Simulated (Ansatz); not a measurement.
`N[BH][SbH2]` + `C=CC` → `C/C=C\BN` + `[SbH3]`  (formal exchange of groups at a B–Sb bond)

Program: Ansatz. Geometries: PBE0-D4/def2-TZVP. ΔE: electronic, gas phase. CBS: MP2 limit from def2 TZ/QZ plus the TZ coupled-cluster correction, frozen cores. Functionals use def2-TZVPP. B3LYP here is the variant with VWN-RPA as its local correlation; programs differ in this. Elements past krypton have def2 core potentials. For Sb outer-core shells are correlated without core-valence functions, which leaves a few kJ/mol of doubt a bond. One conformer a species, not always the lowest.

```tsv
level	ΔE (eV)
B3LYP-D4	-0.14
r2SCAN0-D4	-0.12
```

Problem. What does CCSD(T)/CBS give? (Estimate.)

Solution. Computed: -0.05 eV. The listed levels differ from it by -0.09, -0.07 eV.

Largest T1 diagnostic among the species: 0.014.

Leaving LDA and LC-ωPBE aside and taking each functional with its dispersion term where it has one, the values, not all of them listed here, spread over 0.17 eV, from B97M-V to PBE-QIDH. LDA lies −0.08 eV from PBE without D4. At CCSD(T), def2-SVP lies −0.08 eV from the extrapolated value and def2-TZVPP −0.04 eV. In def2-TZVPP, CCSD(T) changes the Hartree–Fock value by +0.05 eV (the triples alone add +0.00 eV) and MP2 by +0.08 eV.
